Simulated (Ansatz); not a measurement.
Gas-phase electronic energies from Ansatz, PBE0-D4/def2-TZVP geometries. CCSD(T)/CBS adds triple-zeta CCSD(T) − MP2 to the extrapolated MP2 energy (def2 sets, frozen cores). Functionals use def2-TZVPP. For Br outer-core shells are correlated without core-valence functions, which leaves a few kJ/mol of doubt a bond. Scalar relativity is left out up to krypton. Each species was taken in one conformer, which may not be the lowest.

Consider the substitution at a C–N bond: `CNBBr` + `BC(=O)O` → `BC(=O)OC` + `NBBr`.

`CNBBr`:

```xyz
9

C    -1.024   -0.615    0.213
N     0.144    0.216    0.394
B     1.068    0.533   -0.578
Br    2.570    1.668   -0.131
H    -1.943   -0.063    0.428
H    -0.991   -1.495    0.862
H    -1.064   -0.956   -0.822
H     0.266    0.581    1.327
H     0.974    0.130   -1.694
```

`BC(=O)O`:

Cartesian coordinates in Å:
```
B -0.200 -1.061 -0.367
C -0.026 0.434 0.039
O -0.742 1.190 -0.579
O 0.830 0.831 0.978
H -1.050 -1.706 0.162
H 0.432 -1.486 -1.282
H 0.757 1.797 1.049
```

`BC(=O)OC`:

Cartesian coordinates in Å:
```
B -0.867 -1.895 -0.010
C 0.002 -0.604 -0.068
O 1.156 -0.832 -0.364
O -0.485 0.603 0.181
C 0.450 1.682 0.084
H -1.372 -2.297 -1.012
H -0.900 -2.525 1.000
H 0.861 1.741 -0.924
H -0.113 2.582 0.320
H 1.267 1.545 0.793
```

`NBBr`:

```xyz
6

N     0.557   -0.255    0.484
B    -0.300    0.163   -0.514
Br   -2.074    0.770   -0.054
H     1.489   -0.579    0.286
H     0.309   -0.264    1.459
H     0.019    0.164   -1.660
```

```json
{"level": "r2SCAN-D4", "ΔE (kcal/mol)": "2.2"}
{"level": "B97M-V", "ΔE (kcal/mol)": "2.1"}
{"level": "PBE0-D4", "ΔE (kcal/mol)": "3.4"}
{"level": "r2SCAN0-D4", "ΔE (kcal/mol)": "2.7"}
```

(1) What does CCSD(T)/CBS give? (Estimate.)

Largest T1 diagnostic among the species: 0.019.

## Answers

(1) Computed: +2.9 kcal/mol. The listed levels differ from it by -0.7, -0.8, 0.5, -0.2 kcal/mol.

In def2-TZVPP, CCSD(T) changes the Hartree–Fock value by +0.9 kcal/mol (the triples alone add −0.1 kcal/mol) and MP2 by +1.5 kcal/mol. Leaving LDA and LC-ωPBE aside and taking each functional with its dispersion term where it has one, the values, not all of them listed here, spread over 1.4 kcal/mol, from B97M-V to HSE06-D4.
